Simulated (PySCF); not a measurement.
CCl₂, SMILES Cl[C]Cl (connectivity only; charge and spin as stated), neutral, multiplicity 1.

Geometry: PBE-D3(BJ)/def2-TZVP. The isomer is the one that the SMILES or the coordinates give; other isomers of the formula were not compared.

Level of theory: PBE-D3(BJ)/def2-TZVP (PySCF).

Frequencies are harmonic and unscaled.

| mode | ν (cm⁻¹) | IR (km/mol) | moving atoms (share of kinetic energy) |
|---|---|---|---|
| 1 | 319 | 0.6 | Cl 92 %, C 8 % |
| 2 | 699 | 28.4 | C 77 %, Cl 23 % |
| 3 | 720 | 333.5 | C 80 %, Cl 20 % |
